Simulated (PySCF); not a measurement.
Polarisability and C₆ of Kr (krypton, neutral)

[Kr], closed-shell 1S. Computed with PySCF 2.14 in aug-cc-pwCVTZ-PP with ECP10MDF, with a scalar-relativistic core potential. Coupled (time-dependent) response in atomic units; α is the mean over directions.

```csv
method,mean α (bohr³),C₆ (like pair),S(−4)
UHF,16.28,126.0,49.19
PBE,17.90,141.3,65.78
PBE0,17.20,134.7,58.21
PW91,17.79,140.3,64.80
MN15,17.77,138.8,63.16
```

S(−4) is the Cauchy moment in α(ω) = α(0) + S(−4) ω² + …

Reference α: 16.78 ± 0.02 bohr³ (recommended; Schwerdtfeger and Nagle, table of static dipole polarizabilities (2023 update)). Published C₆: 130.0 (Chu and Dalgarno (2004); Tang, Norbeck and Certain (1976)).

α(iu) at PBE:

```tsv
u (hartree)	α(iu) (bohr³)
0	17.90
0.0500	17.73
0.100	17.27
0.200	15.71
0.300	13.77
0.500	10.14
0.750	6.919
1.00	4.906
1.50	2.786
2.00	1.797
3.00	0.9509
5.00	0.4325
```

A single London oscillator, α(iu) = α/(1 + u²/ω²), gives C₆ = (3/4) ω α². Matching the computed C₆ needs ω = 4 × 141.3 / (3 × 17.90²) = 0.588 hartree.

Energies and moments cover only the electrons outside the core potential.
